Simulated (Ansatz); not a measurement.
Frontier orbitals of AlFH3NSSi, SMILES `N[Si]1(F)[AlH][S]1`.

The species carries charge 0 and has multiplicity 1. All single points use the PBE0-D4/def2-TZVP geometry. It is one conformer, not always the lowest. Basis def2-TZVPP, Ansatz 0.2.0.

```
functional  HOMO (eV)  LUMO (eV)
   r2SCANh      -5.92      -2.11
```

Problem. Give HOMO and LUMO (eV) with LDA (SPW92), PBE, revPBE, BLYP, r2SCAN, B97M-V, PBE0, B3LYP, r2SCAN0, HSE06 (plane-wave form), BHLYP, CAM-B3LYP, LC-ωPBE, ωB97X-V, ωB97M-V, HF. (An estimate is asked.)

Solution. Computed: 
```
             functional   HOMO   LUMO
            LDA (SPW92)  -5.46  -2.77
                    PBE  -5.34  -2.56
                 revPBE  -5.29  -2.47
                   BLYP  -5.20  -2.39
                 r2SCAN  -5.54  -2.37
                 B97M-V  -5.56  -2.45
                   PBE0  -6.37  -1.84
                  B3LYP  -6.18  -1.99
                r2SCAN0  -6.49  -1.73
HSE06 (plane-wave form)  -5.98  -2.21
                  BHLYP  -7.28  -1.03
              CAM-B3LYP  -7.57  -0.85
                LC-ωPBE  -8.79   0.14
                ωB97X-V  -8.50   0.07
                ωB97M-V  -8.30  -0.13
                     HF  -8.69   0.92
```

B3LYP here is the variant with VWN-RPA as its local correlation; programs differ in this. LC-ωPBE has ω = 0.4 bohr⁻¹.
